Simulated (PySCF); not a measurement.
A structure optimised at B3LYP-D3(BJ)/def2-SVP, used in a PySCF frequency run:

```
C
H 1 1.1028
H 1 1.1028 2 106.40
C 1 1.5309 2 110.83 3 -120.57
H 4 1.1024 1 111.60 2 178.97
H 4 1.1024 5 107.24 1 -122.50
H 4 1.1028 5 107.31 6 -115.02
Ge 1 1.9742 2 107.45 3 114.85
H 8 1.5446 1 110.81 2 -57.07
H 8 1.5457 9 108.80 1 121.10
H 8 1.5457 9 108.80 10 117.81
```

Question: Write its SMILES, formula and point group.

Answer: C[CH2][GeH3], C2H8Ge, Cs

Question: What are its rotational constants (standard atomic weights)?

Answer: 22.270, 3.5069, 3.2784 GHz
